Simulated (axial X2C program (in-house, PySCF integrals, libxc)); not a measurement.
# Potential curves of WO⁺, with spin–orbit coupling

Computed with an in-house all-electron X2C program for linear molecules (integrals from PySCF). Two-component (2c) means X2C with spin–orbit coupling and atomic mean-field two-electron Coulomb and Gaunt terms. Basis: W dyall-cv3z [13s14p9d7f4g], O dyall-av3z [7s6p3d2f] (cores contracted in-house); Gaussian nuclei, density fitting, unrestricted open shells. Masses: W 183.951 u, O 15.995 u.

State: Ω = 3/2 (⟨Sz⟩ = 1.49, ⟨Lz⟩ = 0.01 at PBE0). Energies in eV from the lowest point of each curve. Fits are polynomials in 1 − R0/R over 0.85 to 1.23 times the lowest point R0.

| R (Å) | PBE0 |
| --- | --- |
| 1.5360 | 0.3581 |
| 1.5850 | 0.0716 |
| 1.6340 | 0.0000 |
| 1.6912 | 0.1217 |
| 1.7484 | 0.4025 |
| 1.8219 | 0.9104 |

The state is one determinant whose occupation by symmetry is held fixed; it was picked as the lowest of a PBE0 search that is not exhaustive. Density functionals use the spin component along the axis (collinear). With several unpaired electrons one determinant need not be a pure state. This is the top spin component of a Σ state; components of lower Ω are not single determinants and can lie lower. The determinant is spin-polarised beyond a pure state at some levels (its spin-free form has ⟨S²⟩ too high), which makes Re and μ there less reliable.

Fit the PBE0 curve near its minimum: give the equilibrium distance and the harmonic wavenumber.

At PBE0, 2c: Re = 1.629 Å, ωe ≈ 1140 cm⁻¹; Be follows as 0.432 cm⁻¹.
